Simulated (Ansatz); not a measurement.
Born–Oppenheimer molecular dynamics of FGeH$_{3}$ (5 atoms, charge 0, multiplicity 1). It starts at the highest image of a converged band, a first-order saddle point between two minima.

Level of theory: Ansatz, RKS PBE/def2-SVP.

```
ensemble                      : NVE (velocity Verlet)
time step                     : 0.5 fs
steps asked                   : 200
starting velocities drawn for : 300 K
seed                          : 10918
```

First frame:

```xyz
5
Properties=species:S:1:pos:R:3
Ge 0.206 0.000 -0.365
F 0.997 0.000 1.535
H 1.649 0.000 0.441
H -0.768 1.232 -0.340
H -0.768 -1.232 -0.340
```

Problem. How far do the bonds stretch over the last three quarters of this one trajectory? (Pairs bonded in most of those frames.)

Solution. 
```
  bond  mean (Å)  spread (Å)  shortest  longest
Ge1–H4     1.619       0.038      1.56     1.68
Ge1–H5     1.619       0.045      1.55     1.69
 F2–H3     0.942       0.026      0.90     0.98
```

Mean temperature of the second half: 691 K. The conserved energy stayed within 0.19 meV per atom of its start (net change -0.12 meV per atom), so the integration is sound. The kinetic energy rose, since the run started high on the potential surface and went downhill. It ends in pieces (FH + GeH2), so much of that is their flight and rotation, not heat. A run of 0.1 ps of so small a system gives no equilibrium averages. The orbitals stay closed-shell, which can raise the energy where a bond breaks towards radicals; this wasn't checked here.

Time of the run: 2.5 min on 1 thread of Arm Neoverse V2, with other jobs on the host, peak memory 0.097 GiB.
